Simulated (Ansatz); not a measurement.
```xyz
11

F     0.116   -0.126    3.531
In    0.467    0.643    1.804
F     2.167    1.521    1.543
O    -0.961    0.851    0.439
C    -0.628    0.496   -0.860
C    -0.102   -0.924   -0.928
F     0.430   -1.217   -2.103
F     0.905   -1.078    0.010
F    -1.013   -1.839   -0.631
H     0.140    1.139   -1.313
H    -1.522    0.535   -1.492
```

Total charge 0; spin multiplicity 1. In: def2 effective core potential.

**Question.** List the B3LYP/def2-TZVPP orbital energies in eV (Ansatz). (Estimate.)

**Answer.** The calculation gave: Occupied: -673.96, -673.60, -673.49, -670.73, -670.59, -521.33, -284.49, -279.55, -128.49, -85.26, -84.94, -84.93, -37.03, -34.68, -34.57, -30.97, -30.81, -28.37, -22.46, -22.25, -22.24, -22.14, -21.92, -21.41, -19.09, -17.49, -17.36, -16.23, -14.45, -14.16, -13.82, -13.39, -13.09, -12.70, -12.45, -12.30, -12.10, -11.30, -10.90, -10.72, -10.59, -10.51, -9.19, -8.74. Lowest empty: -3.06, -1.01, 0.31, 0.61, 1.56, 1.64, 2.00, 2.17.

B3LYP here is the variant with VWN-RPA as its local correlation; programs differ in this.
